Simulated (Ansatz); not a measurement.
Species: GeCl2, charge 0, multiplicity 3. This is an excited triplet: at this geometry the singlet lies 2.40 eV lower at RI-MP2/CBS(def2-TZVPPD,def2-QZVPPD)+[CCSD(T)-MP2]/def2-TZVPPD. SMILES: [Cl][Ge][Cl]
Structure (B3LYP-D3(BJ)/def2-TZVP (Ansatz, a program for electronic structure) minimum search):
```
Ge
Cl 1 2.1832
Cl 1 2.1832 2 118.74
```
Charge 0, spin multiplicity 3.

Give the harmonic wavenumbers at B3LYP-D3(BJ)/def2-TZVP (Ansatz, finite differences of forces, unscaled).

109, 350, 398 cm⁻¹. Zero-point energy 1.2 kcal/mol.

From these and the geometry, give the ideal-gas thermochemistry at 298.15 K and 1 atm (rigid rotor, harmonic oscillator).

Point group C2v, rotational symmetry number 2. Rotational constants 11.39, 2.02, 1.716 GHz. S(trans) 40.80, S(rot) 25.12, S(vib) 5.42, S(elec, spin only) 2.18, S 73.5 cal/(mol K). H(298) - H(0) 3.24 kcal/mol; G - E(el) -17.5 kcal/mol.
